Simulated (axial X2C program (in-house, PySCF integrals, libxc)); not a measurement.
What spin–orbit coupling does to KAl

All values were computed with an in-house relativistic program for diatomic molecules. Spin-free means the one-electron spin-free X2C Hamiltonian; two-component (2c) means X2C with spin–orbit coupling and atomic mean-field two-electron Coulomb and Gaunt terms, so the difference of the two also holds small scalar two-electron terms. Basis: K dyall-cv3z [11s12p6d3f], Al dyall-v3z [8s8p2d1f] (cores contracted in-house); Gaussian nuclei, density fitting, unrestricted open shells. Masses: K 38.964 u, Al 26.982 u.

Spin-free state: M_S = 1, Λ = 1 (beyond evenly filled blocks: σα, π+α); fragments K + Al.

| level | Re (Å) | ωe (cm⁻¹) | De (eV) | μ (D) |
| --- | --- | --- | --- | --- |
| PBE0 | 3.357 | 149.4 | 0.616 | -7.12 |
| HF | 3.494 | 135.2 | 0.131 | -8.84 |
| MP2 | 3.360 | 147.8 | 0.470 | n/a |
| CCSD | 3.380 | 147.4 | 0.495 | n/a |
| CCSD(T) | 3.367 | 149.1 | 0.528 | n/a |
| B97-3 | 3.377 | 146.9 | 0.553 | -6.72 |

Correlated methods: 12 electrons correlated (number of frozen shells: K 2 s, 1 p; Al 2 s, 1 p), 210 virtual spin orbitals or spinors in MP2, 90 natural virtuals in coupled cluster.

Dipoles are positive if Al is the positive end.

Two-component determinant lowest at the distance of the search:

Ω = 2 (⟨Sz⟩ = 1.00, ⟨Lz⟩ = 1.00 at HF); fragments K + Al.

| level | Re (Å) | ωe (cm⁻¹) | De (eV) | μ (D) |
| --- | --- | --- | --- | --- |
| PBE0 | 3.358 | 149.4 | 0.611 | -7.12 |
| HF | 3.495 | 135.3 | 0.128 | -8.84 |
| MP2 | 3.361 | 147.8 | 0.462 | n/a |
| CCSD | 3.381 | 147.4 | 0.482 | n/a |
| CCSD(T) | 3.368 | 149.1 | 0.517 | n/a |
| B97-3 | 3.377 | 146.9 | 0.548 | -6.73 |

**Question.** From the two tables, how do the constants change at the CCSD(T) level (2c against spin-free)?

**Answer.** At the CCSD(T) level Re rises by 0.001 Å and ωe doesn't move by more than 0.2 cm⁻¹; De changes by -0.011 eV.

Occupations by symmetry block were frozen at the best pattern of an incomplete PBE0 search. Dissociation energies refer to the lowest single-determinant-based atoms at the same level and basis. Density functionals use the spin component along the axis (collinear). CCSD and (T) use frozen natural virtuals with an MP2 correction for the truncation; (T) itself is uncorrected, so its De runs slightly low. In 2c an atomic determinant is not the ground J level, so De misses part of the atomic spin–orbit lowering. This holds for PBE0, B97-3. Other states lie close and PBE0, whose exact exchange favours high spin, may order them wrongly; the determinant shown need not be the ground state. The nearest other spin-free determinant of the search, M_S = 0, Λ = 0, lies 0.16 eV up at the distance of the search. Without a current term, density functionals place determinants with orbital angular momentum somewhat too high. The atomic limit has a lower orbital projection than the molecule and lies lower at mean-field level, so De may be about a tenth of an eV too small. With several unpaired electrons one determinant need not be a pure state. Open-shell Ω = 0 determinants with evenly filled partner blocks cannot be reached by this program, so the Ω shown need not be the lowest component.
